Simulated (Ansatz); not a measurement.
Ansatz results at the PBE0-D4/def2-TZVP geometry: size of the dipole moment (PBE/def2-TZVPP) 3.86 D; HOMO energy (PBE/def2-TZVPP) -6.44 eV; LUMO energy (PBE/def2-TZVPP) -1.44 eV.

Each molecule was computed in one conformer, which needn't be the lowest.

Q: Which molecule gave them?
A. `C#[C][Ge]([C]#C)([C]#C)[C]#C`
B. `[CH3][Ge]([OH])([OH])[OH]`
C. `C[S][GeH]([F])[F]`
D. `CC(C)(C)[NH][Ge]([F])([F])[F]`

A: D. The others give `C#[C][Ge]([C]#C)([C]#C)[C]#C`: 0.01, -7.08, -1.47; `C[S][GeH]([F])[F]`: 3.29, -6.38, -1.48; `[CH3][Ge]([OH])([OH])[OH]`: 0.43, -6.89, -0.66.
